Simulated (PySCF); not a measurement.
# Nb (niobium, neutral) across methods

[Kr] 4d3 5s1 6s1, high-spin 6F determinant (an excited configuration). Calculation: PySCF 2.14, in aug-cc-pVTZ-PP with ECP28MDF (6s6p5d3f2g, 88 functions); a scalar-relativistic core potential.

```
 method  E (hartree)  mean ε 4d α (eV)  mean ε 5s α (eV)  mean ε 6s α (eV)  Σ⟨r²⟩ (bohr²)   ⟨S²⟩
    PBE     -56.4728            -9.153            -8.010            -1.550          138.9  8.751
   PBE0     -56.4598           -10.579            -8.656            -1.766          140.2  8.752
r2SCANh     -56.4855           -10.104            -8.461            -1.565          139.5  8.752
  B3LYP     -56.4819           -10.167            -8.499            -1.634          139.2  8.751
    UHF    -56.00681           -14.313           -10.183            -2.165          143.8  8.755
 r2SCAN     -56.4972            -9.587            -8.211            -1.486          139.4  8.752
  HSE06     -56.4598           -10.166            -8.313            -1.545          140.3  8.751
    LDA     -56.3089            -9.067            -8.229            -1.543          135.9  8.750
```

Energies and moments cover only the electrons outside the core potential. The outer electron is Rydberg-like, and this basis confines it to a smaller radius and binds it less than a complete one would.
